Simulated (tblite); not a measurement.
Compound: C5H15AsGe.
Atom-mapped SMILES: `[CH3:1][CH2:2][C:3]([CH3:4])([CH3:5])[AsH:6][GeH3:7]` (hydrogens: H8, H9, H10 on C1; H11, H12 on C2; H13, H14, H15 on C4; H16, H17, H18 on C5; H19 on As6; H20, H21, H22 on Ge7)

Computed with GFN2-xTB (tblite), gas phase: L-BFGS steps from a force-field or distance-geometry start until the largest atomic force falls under 0.01 eV/Å.

Step 13: E = -616.1181 eV
```
atom  x, y, z in Å  |  force x, y, z in eV/Å
C1     -1.0524    0.4981    1.8632   -0.052   0.050   0.162
C2     -0.8974   -0.5643    0.7760    0.025  -0.104   0.015
C3     -0.4971   -0.0216   -0.5953    0.279   0.207  -0.034
C4     -1.5396    0.9618   -1.1366   -0.056   0.100  -0.053
C5     -0.3557   -1.2006   -1.5582   -0.021   0.036   0.058
As6     1.1532    1.1643   -0.4045    0.295   0.025  -0.340
Ge7     2.9054   -0.0212    0.6818   -0.274  -0.014   0.046
H8     -0.6195    0.1703    2.8070   -0.021  -0.098  -0.034
H9     -0.5417    1.4227    1.5841   -0.011   0.028  -0.009
H10    -2.0979    0.7278    2.0540   -0.022   0.060  -0.062
H11    -0.1233   -1.2754    1.0830    0.011  -0.046   0.012
H12    -1.8291   -1.1258    0.6645   -0.023  -0.034   0.082
H13    -2.3397    0.4521   -1.6652   -0.158  -0.085   0.070
H14    -1.0909    1.6746   -1.8354    0.055  -0.125  -0.093
H15    -1.9642    1.5506   -0.3263   -0.055  -0.009   0.024
H16     0.0883   -0.9192   -2.5170   -0.051   0.094   0.144
H17    -1.3597   -1.5858   -1.7508    0.107  -0.160  -0.076
H18     0.2386   -2.0097   -1.1235    0.017   0.159  -0.036
H19     1.7149    0.8124   -1.7704   -0.095   0.063   0.094
H20     2.5820   -0.2306    2.1331   -0.005  -0.076   0.162
H21     4.1090    0.8696    0.7684    0.088   0.094  -0.027
H22     3.5064   -1.3308    0.2671   -0.033  -0.167  -0.104
```

Step 14: E = -616.1360 eV
```
atom  x, y, z in Å  |  force x, y, z in eV/Å
C1     -1.0528    0.4976    1.8634   -0.057   0.085   0.215
C2     -0.9005   -0.5617    0.7731    0.060  -0.075   0.083
C3     -0.4995   -0.0134   -0.5946    0.074   0.136  -0.092
C4     -1.5507    0.9601   -1.1397   -0.056   0.158  -0.063
C5     -0.3493   -1.1924   -1.5569    0.031   0.020   0.045
As6     1.1587    1.1615   -0.4042    0.221   0.049  -0.376
Ge7     2.9021   -0.0277    0.6901   -0.268  -0.038  -0.034
H8     -0.6226    0.1629    2.8069   -0.048  -0.103  -0.043
H9     -0.5340    1.4229    1.5968   -0.039  -0.006  -0.043
H10    -2.0981    0.7311    2.0532   -0.002   0.069  -0.065
H11    -0.1105   -1.2569    1.0755   -0.038  -0.117   0.026
H12    -1.8320   -1.1321    0.6728    0.100   0.017   0.051
H13    -2.3630    0.4492   -1.6554   -0.030  -0.068   0.125
H14    -1.1027    1.6625   -1.8496    0.037  -0.133  -0.110
H15    -1.9674    1.5664   -0.3365   -0.031  -0.048   0.027
H16     0.1001   -0.9011   -2.5119   -0.120   0.062   0.147
H17    -1.3486   -1.5999   -1.7537    0.269  -0.087  -0.025
H18     0.2704   -1.9807   -1.1151   -0.074   0.127  -0.081
H19     1.7131    0.7856   -1.7663   -0.075   0.089   0.096
H20     2.5724   -0.2398    2.1378    0.025  -0.080   0.179
H21     4.1086    0.8626    0.7589    0.070   0.076   0.003
H22     3.4960   -1.3371    0.2547   -0.049  -0.133  -0.065
```

Step 15: E = -616.1527 eV
```
atom  x, y, z in Å  |  force x, y, z in eV/Å
C1     -1.0539    0.4981    1.8661   -0.037   0.074   0.168
C2     -0.9018   -0.5596    0.7717    0.086   0.007   0.113
C3     -0.5002   -0.0036   -0.5948   -0.143   0.033  -0.079
C4     -1.5612    0.9607   -1.1434   -0.030   0.137  -0.042
C5     -0.3431   -1.1841   -1.5546    0.068   0.032   0.029
As6     1.1678    1.1614   -0.4106    0.077   0.089  -0.297
Ge7     2.8945   -0.0343    0.6970   -0.167  -0.056  -0.080
H8     -0.6261    0.1541    2.8069   -0.068  -0.092  -0.017
H9     -0.5282    1.4228    1.6072   -0.052  -0.033  -0.055
H10    -2.0989    0.7357    2.0514    0.005   0.068  -0.054
H11    -0.0999   -1.2432    1.0696   -0.073  -0.154   0.038
H12    -1.8328   -1.1376    0.6812    0.202   0.067   0.012
H13    -2.3844    0.4454   -1.6442    0.089  -0.043   0.162
H14    -1.1122    1.6498   -1.8649    0.002  -0.115  -0.123
H15    -1.9710    1.5793   -0.3451   -0.004  -0.057   0.019
H16     0.1085   -0.8838   -2.5048   -0.144   0.048   0.086
H17    -1.3345   -1.6147   -1.7571    0.349  -0.014   0.028
H18     0.2974   -1.9530   -1.1091   -0.105   0.064  -0.083
H19     1.7102    0.7634   -1.7616   -0.019   0.077   0.013
H20     2.5645   -0.2496    2.1453    0.047  -0.077   0.156
H21     4.1090    0.8575    0.7505   -0.003   0.017   0.026
H22     3.4858   -1.3454    0.2426   -0.080  -0.070  -0.019
```

Step 16: E = -616.1678 eV
```
atom  x, y, z in Å  |  force x, y, z in eV/Å
C1     -1.0553    0.4994    1.8709   -0.004   0.032   0.059
C2     -0.9008   -0.5569    0.7725    0.092   0.091   0.098
C3     -0.5025    0.0061   -0.5957   -0.245  -0.047  -0.011
C4     -1.5706    0.9635   -1.1474    0.007   0.058   0.001
C5     -0.3364   -1.1756   -1.5517    0.081   0.060   0.019
As6     1.1769    1.1646   -0.4218   -0.089   0.120  -0.138
Ge7     2.8842   -0.0409    0.7009   -0.043  -0.055  -0.075
H8     -0.6303    0.1445    2.8074   -0.079  -0.067   0.031
H9     -0.5244    1.4222    1.6149   -0.043  -0.041  -0.045
H10    -2.0999    0.7417    2.0492    0.002   0.057  -0.033
H11    -0.0921   -1.2350    1.0654   -0.085  -0.148   0.045
H12    -1.8296   -1.1415    0.6891    0.238   0.096  -0.023
H13    -2.4017    0.4416   -1.6316    0.153  -0.027   0.163
H14    -1.1206    1.6373   -1.8814   -0.036  -0.083  -0.123
H15    -1.9743    1.5895   -0.3519    0.018  -0.030   0.009
H16     0.1130   -0.8682   -2.4975   -0.122   0.058  -0.017
H17    -1.3158   -1.6286   -1.7598    0.312   0.029   0.064
H18     0.3188   -1.9283   -1.1058   -0.072  -0.012  -0.047
H19     1.7073    0.7449   -1.7565    0.055   0.038  -0.128
H20     2.5590   -0.2595    2.1540    0.063  -0.067   0.093
H21     4.1089    0.8528    0.7441   -0.090  -0.053   0.040
H22     3.4757   -1.3542    0.2321   -0.111  -0.010   0.019
```

**Question.** Estimate the geometry and energy of step 17. (The exact step hangs on the optimiser's Hessian estimate; all steps are aligned on step 16, rigid shifts and turns removed.)

**Answer.** E = -616.1812 eV, largest force 0.271 eV/Å
```
atom  x, y, z in Å  |  force x, y, z in eV/Å
C1     -1.0567    0.5009    1.8766    0.025  -0.012  -0.045
C2     -0.8982   -0.5528    0.7749    0.084   0.126   0.053
C3     -0.5085    0.0147   -0.5965   -0.182  -0.071   0.065
C4     -1.5790    0.9674   -1.1513    0.038  -0.030   0.046
C5     -0.3283   -1.1666   -1.5487    0.084   0.079   0.016
As6     1.1822    1.1707   -0.4339   -0.208   0.116   0.012
Ge7     2.8733   -0.0476    0.7020    0.035  -0.030  -0.035
H8     -0.6357    0.1346    2.8090   -0.084  -0.030   0.078
H9     -0.5217    1.4209    1.6209   -0.017  -0.028  -0.020
H10    -2.1007    0.7489    2.0470   -0.006   0.039  -0.015
H11    -0.0865   -1.2306    1.0622   -0.077  -0.106   0.048
H12    -1.8221   -1.1438    0.6961    0.195   0.091  -0.044
H13    -2.4150    0.4380   -1.6175    0.149  -0.029   0.129
H14    -1.1297    1.6251   -1.8995   -0.068  -0.056  -0.102
H15    -1.9768    1.5987   -0.3578    0.034   0.017   0.000
H16     0.1151   -0.8532   -2.4919   -0.077   0.080  -0.112
H17    -1.2927   -1.6412   -1.7612    0.183   0.032   0.075
H18     0.3374   -1.9067   -1.1039   -0.006  -0.064  -0.001
H19     1.7056    0.7273   -1.7526    0.109   0.007  -0.248
H20     2.5556   -0.2696    2.1622    0.073  -0.054   0.013
H21     4.1071    0.8468    0.7394   -0.153  -0.105   0.048
H22     3.4650   -1.3623    0.2236   -0.133   0.028   0.041
```

The energy changes by -0.0134 eV. The first-order estimate −F·Δx gives -0.0183 eV and the mean of the old and new forces, exact on a quadratic surface, -0.0134 eV. The step makes an angle of 69° with the force vector and moves no atom by more than 0.029 Å.

The cost below is that of the whole relaxation. Time: 0.9 s of wall time. Hardware: one thread of an Arm Neoverse V1, shared host with 64 logical CPUs at a one-minute load of 12.
